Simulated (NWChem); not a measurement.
System: SnNH₂I, singlet; SMILES [NH2][Sn][I]

NWChem printed, in part:

```
             Northwest Computational Chemistry Package (NWChem) 7.3.0
             --------------------------------------------------------

                             Geometry "geometry" -> ""
                             -------------------------

 Output coordinates in angstroms (scale by  1.889725989 to convert to a.u.)

  No.       Tag          Charge          X              Y              Z
 ---- ---------------- ---------- -------------- -------------- --------------
    1 Sn                  50.0000     0.32139100     1.28722700    -0.00199100
    2 I                   53.0000    -0.06394600    -1.45825100     0.00234700
    3 N                    7.0000    -1.65532300     1.72100900    -0.00228400
    4 H                    1.0000    -2.39873100     1.02772700    -0.00108800
    5 H                    1.0000    -2.02508900     2.66753800    -0.00367100

 Effective nuclear repulsion energy (a.u.)     693.9246752536

                                 NWChem DFT Module
                                 -----------------

 Summary of "ao basis" -> "ao basis" (spherical)
 ------------------------------------------------------------------------------
       Tag                 Description            Shells   Functions and Types
 ---------------- ------------------------------  ------  ---------------------
 Sn                        def2-svpd                12       32   5s4p3d
 I                         def2-svpd                13       35   5s5p3d
 N                         def2-svpd                 8       20   4s2p2d
 H                         def2-svpd                 4        8   2s2p

            General Information
            -------------------
          SCF calculation type: DFT
          Wavefunction type:  closed shell.
          No. of atoms     :     5
          No. of electrons :    56
           Alpha electrons :    28
            Beta electrons :    28
          Charge           :     0
          Spin multiplicity:     1
          Use of symmetry is: off; symmetry adaption is: off
          Maximum number of iterations: 150
          AO basis - number of functions:   103
                     number of shells:    41
          Convergence on energy requested:  1.00D-06
          Convergence on density requested:  1.00D-05
          Convergence on gradient requested:  5.00D-04

              XC Information
              --------------
                        BHLYP Method XC Functional
                     Hartree-Fock (Exact) Exchange  0.500
                        Slater Exchange Functional  0.500 local
                    Becke 1988 Exchange Functional  0.500 non-local
              Lee-Yang-Parr Correlation Functional  1.000

             Grid Information
             ----------------
          Grid used for XC integration:  medium
          Radial quadrature: Mura-Knowles
          Angular quadrature: Lebedev.
          Tag              B.-S. Rad. Rad. Pts. Rad. Cut. Ang. Pts.
          ---              ---------- --------- --------- ---------
          Sn                  1.45      123          13.0       590
          I                   1.40      123          13.0       590
          N                   0.65       49          13.0       434
          H                   0.35       45          14.0       434
          Grid pruning is: on
          Number of quadrature shells:   385
          Spatial weights used:  Erf1

      Superposition of Atomic Density Guess
      -------------------------------------

 Sum of atomic energies:        -651.46245090

      Non-variational initial energy
      ------------------------------

 Total energy =    -565.707030
 1-e energy   =   -1355.483187
 2-e energy   =     595.563791
 HOMO         =      -0.274427
 LUMO         =      -0.043338

   convergence    iter        energy       DeltaE   RMS-Dens  Diis-err
 ---------------- ----- ----------------- --------- --------- ---------
 d= 0,ls=0.0,diis     1   -567.7835898668 -7.62D+02  1.34D-02  3.31D-01
 d= 0,ls=0.0,diis     2   -567.7653706530  1.82D-02  5.72D-03  5.53D-01
 d= 0,ls=0.0,diis     3   -567.8383098658 -7.29D-02  1.14D-03  7.91D-03
 d= 0,ls=0.0,diis     4   -567.8390660802 -7.56D-04  5.26D-04  2.40D-03
 d= 0,ls=0.0,diis     5   -567.8394684091 -4.02D-04  7.69D-05  1.22D-05
  Resetting Diis
 d= 0,ls=0.0,diis     6   -567.8394719749 -3.57D-06  2.00D-05  9.55D-07
 d= 0,ls=0.0,diis     7   -567.8394723208 -3.46D-07  6.66D-06  4.76D-08

         Total DFT energy =     -567.839472320815
      One electron energy =    -1357.892417424197
           Coulomb energy =      643.668249708810
    Exchange-Corr. energy =      -47.827670978518
 Nuclear repulsion energy =      194.212366373090

 Numeric. integr. density =       56.000001055702

                       DFT Final Molecular Orbital Analysis
                       ------------------------------------

 Vector   26  Occ=2.000000D+00  E=-3.084988D-01
              MO Center=  1.5D-01, -6.3D-01,  1.0D-03, r^2= 4.1D+00
   Bfn.  Coefficient  Atom+Function         Bfn.  Coefficient  Atom+Function
  ----- ------------  ---------------      ----- ------------  ---------------
    45      0.392331  2 I  py                44     -0.347410  2 I  px
    48      0.332438  2 I  py                47     -0.305377  2 I  px
     3     -0.270292  1 Sn s                 13     -0.185908  1 Sn py
    12     -0.164192  1 Sn px                 4     -0.160363  1 Sn s
    42     -0.159027  2 I  py                41      0.141372  2 I  px

 Vector   27  Occ=2.000000D+00  E=-2.996562D-01
              MO Center= -2.5D-01, -9.8D-01,  1.6D-03, r^2= 3.4D+00
   Bfn.  Coefficient  Atom+Function         Bfn.  Coefficient  Atom+Function
  ----- ------------  ---------------      ----- ------------  ---------------
    46      0.555244  2 I  pz                49      0.501589  2 I  pz
    43     -0.226417  2 I  pz                74      0.214789  3 N  pz
    40     -0.183927  2 I  pz                77     -0.164153  3 N  pz
    19      0.043094  1 Sn d -1              52      0.039120  2 I  pz
   103     -0.032086  5 H  pz                24     -0.031835  1 Sn d -1

 Vector   28  Occ=2.000000D+00  E=-2.905230D-01
              MO Center=  6.2D-02, -4.2D-01,  7.1D-04, r^2= 4.7D+00
   Bfn.  Coefficient  Atom+Function         Bfn.  Coefficient  Atom+Function
  ----- ------------  ---------------      ----- ------------  ---------------
    44      0.470068  2 I  px                47      0.427751  2 I  px
     3     -0.333424  1 Sn s                 71     -0.238082  3 N  s
    45      0.193064  2 I  py                41     -0.191091  2 I  px
     4     -0.184234  1 Sn s                 48      0.172612  2 I  py
    13     -0.159819  1 Sn py                38     -0.155130  2 I  px

 Vector   29  Occ=0.000000D+00  E=-6.065289D-02
              MO Center=  3.3D-01,  1.2D+00, -1.9D-03, r^2= 4.3D+00
   Bfn.  Coefficient  Atom+Function         Bfn.  Coefficient  Atom+Function
  ----- ------------  ---------------      ----- ------------  ---------------
    17      0.594990  1 Sn pz                14      0.488614  1 Sn pz
    74      0.203291  3 N  pz                49     -0.173762  2 I  pz
    77     -0.173751  3 N  pz                11     -0.157996  1 Sn pz
     8     -0.148158  1 Sn pz                46     -0.147393  2 I  pz
    31     -0.091930  1 Sn d  1              29      0.066615  1 Sn d -1

 Vector   30  Occ=0.000000D+00  E=-1.560943D-02
              MO Center=  2.6D-01,  1.2D+00, -1.8D-03, r^2= 7.9D+00
   Bfn.  Coefficient  Atom+Function         Bfn.  Coefficient  Atom+Function
  ----- ------------  ---------------      ----- ------------  ---------------
     5      0.786584  1 Sn s                  4     -0.619231  1 Sn s
    71      0.502681  3 N  s                 37     -0.493826  2 I  s
    13      0.421155  1 Sn py                16      0.419814  1 Sn py
    97     -0.297923  5 H  s                 32     -0.270481  1 Sn d  2
    36      0.264779  2 I  s                 48      0.257190  2 I  py

 Vector   31  Occ=0.000000D+00  E= 2.233224D-02
              MO Center= -6.6D-01,  9.0D-01, -1.2D-03, r^2= 1.1D+01
   Bfn.  Coefficient  Atom+Function         Bfn.  Coefficient  Atom+Function
  ----- ------------  ---------------      ----- ------------  ---------------
    71      2.374985  3 N  s                 97     -1.069902  5 H  s
    89     -0.729851  4 H  s                  5      0.712680  1 Sn s
     4     -0.542097  1 Sn s                 50     -0.471853  2 I  px
   102      0.428020  5 H  py                93     -0.370079  4 H  px
    51     -0.355939  2 I  py               101     -0.345692  5 H  px

     Multipole analysis of the density
     ---------------------------------

     L   x y z        total         alpha         beta         nuclear
     -   - - -        -----         -----         ----         -------
     0   0 0 0     -0.000000    -28.000000    -28.000000     56.000000

     1   1 0 0     -0.056785      9.929640      9.929640    -19.916066
     1   0 1 0      1.321163     -6.525146     -6.525146     14.371455
     1   0 0 1     -0.002047      0.004527      0.004527     -0.011100

     2   2 0 0    -42.196861    -77.182371    -77.182371    112.167882
     2   1 1 0     -0.623337     28.928778     28.928778    -58.480893
     2   1 0 1      0.000772     -0.032967     -0.032967      0.066706
     2   0 2 0    -41.360456   -232.302318   -232.302318    423.244181
     2   0 1 1     -0.002787      0.320667      0.320667     -0.644121
     2   0 0 2    -43.353502    -21.677244    -21.677244      0.000986

 *** CALLING NEW AORESP DRIVER FOR CLOSED AND OPEN SHELLS ***
 Entering AOResponse driver routine

--------------------------------------------------------------------------------

          -----------------------------------------------
          Solving response equations for perturbing field
          -----------------------------------------------

 number of frequencies:     1
 frequency in a.u.:  0.0000000E+00
 Perturbing field: electric
 Using El. Dipole Length Gauge

 Setting up CPKS with frequency omega =      0.00000000 a.u.

 STATIC response

                                NWChem CPHF Module
                                ------------------

  scftype          =     RHF
  nclosed          =       28
  nopen            =        0
  variables        =     2100
  # of vectors     =        3
  tolerance        = 0.10D-03
  level shift      = 0.00D+00
  max iterations   =       50
  max subspace     =       30

 SCF residual:    1.5351774213606732E-004

Iterative solution of linear equations
  No. of variables     2100
  No. of equations        3
  Maximum subspace       30
        Iterations       50
       Convergence  1.0D-04

   iter   nsub   residual    time
   ----  ------  --------  ---------
     1      3    2.52D+00      41.4
     2      6    2.08D+00      56.5
     3      9    7.31D-01      73.8
     4     12    3.62D-02      89.0
     5     15    1.07D-02     105.6
     6     18    3.44D-03     122.4
     7     21    5.95D-04     141.6
     8     24    2.01D-04     159.0
     9     27    4.65D-05     175.3

 Electric Dipole Response Matrix (nonzero elements):

              1        2        3
    1   82.8002  -0.4303  -0.0023
    2   -0.4303 119.9809  -0.0815
    3   -0.0023  -0.0815  67.3921

 ------------------------------------------
 average:        90.05776 + I       0.00000

 DFT Linear Response polarizability / au
 Frequency  =       0.0000000 / au
              X              Y              Z
 -----------------------------------------------
 X      82.8002431     -0.4303299     -0.0022658
 Y      -0.4303266    119.9809239     -0.0815442
 Z      -0.0022658     -0.0815442     67.3921203
 -----------------------------------------------
 Eigenvalues =      82.7952638    119.9860302     67.3919933
 Isotropic   =      90.0577624
 Anisotropic =      46.8323957
 -----------------------------------------------

 Magnetic Dipole Response Matrix (nonzero elements):

 Exiting AOResponse driver routine
```

Level: BHandHLYP/def2-SVPD with def2 effective core potentials on Sn, I. Low-valent species are run as closed-shell singlets; no triplet was tried in these runs. Structure relaxed at the PBE0/def2-SVP level. def2 effective core potentials on Sn, I; no spin-orbit coupling.

Question: Which NWChem input produces such a log?

Answer: Several could match; the one computed here: the input that was run:
```
start job
memory heap 200 mb stack 900 mb global 1100 mb
geometry units angstroms noautosym nocenter noautoz
  Sn     0.321391     1.287227    -0.001991
  I     -0.063946    -1.458251     0.002347
  N     -1.655323     1.721009    -0.002284
  H     -2.398731     1.027727    -0.001088
  H     -2.025089     2.667538    -0.003671
end
basis spherical
  * library def2-svpd
end
ecp
  Sn library def2-ecp
  I library def2-ecp
end
dft
  xc bhlyp
  iterations 150
end
property
  response 1 0.0
end
task dft property
```
